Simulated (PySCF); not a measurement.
These are ωB97X-D3(BJ)/def2-TZVP // B3LYP-D3(BJ)/def2-TZVP (PySCF) values and carry that method's errors. Isolated molecules, 0 K electronic values unless said otherwise. One relaxed conformer stands for a flexible species; it need not be the lowest. Delta-SCF ions had no search for a lower state. Excitations are Tamm–Dancoff values on a coarser integration grid. The basis has no diffuse functions, so Rydberg states are missing or too high.

Reference species (SMILES): `BCNB` (neutral, multiplicity 1).

- HOMO: -10.24 eV
- S1 excitation (TDA): 5.54 eV
- vertical ionisation energy (Delta-SCF): 10.08 eV
- HOMO–LUMO gap: 10.80 eV

Changed species: `N(B)BC` (B–N–B–C torsion 180°).

Task: Predict the effect on the HOMO, S1 excitation (TDA), vertical ionisation energy (Delta-SCF) and HOMO–LUMO gap.

Result: the HOMO falls by 1.31 eV, to -11.55 eV; the S1 excitation (TDA) rises by 1.16 eV, to 6.70 eV; the vertical ionisation energy (Delta-SCF) rises by 1.52 eV, to 11.60 eV; the HOMO–LUMO gap rises by 1.94 eV, to 12.74 eV.
